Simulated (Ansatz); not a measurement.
CH6BFGe can be A, `B[CH2][GeH2][F]`, or B, `B[CH](F)[GeH3]`.

Computed with Ansatz on PBE0-D4/def2-TZVP structures; ΔE is electronic, products minus reactants. CBS: MP2 limit from def2 TZ/QZ plus the TZ coupled-cluster correction, frozen cores. DFT in def2-TZVPP. B3LYP here is the variant with VWN-RPA as its local correlation; programs differ in this. For Ge outer-core shells are correlated without core-valence functions, which leaves a few kJ/mol of doubt a bond. Scalar relativity is left out up to krypton. Each species was taken in one conformer, which may not be the lowest.

(1) Which isomer does CCSD(T)/CBS put lower? Give the gap. (Estimate.)

(2) Give E(B) − E(A) in kJ/mol with PBE-D4, B3LYP, B3LYP-D4, B2PLYP, r2SCAN-D4, CCSD(T)/def2-TZVPP, CCSD/def2-TZVPP. (An estimate is asked.)

Largest T1 diagnostic: 0.012.

Results:

(1) The calculation gave: A, by 174.1 kJ/mol.

(2) Computed: PBE-D4 149.7, B3LYP 165.0, B3LYP-D4 163.5, B2PLYP 173.0, r2SCAN-D4 162.7, CCSD(T)/def2-TZVPP 172.5, CCSD/def2-TZVPP 175.9. None reverses the order clearly.

From PBE to PBE0 (25 % exact exchange), in def2-TZVPP and without D4, E(B) − E(A) moves by +9.8 kJ/mol. In def2-TZVPP, CCSD(T) changes the Hartree–Fock value by −19.8 kJ/mol (the triples alone add −3.4 kJ/mol) and MP2 by −8.7 kJ/mol.
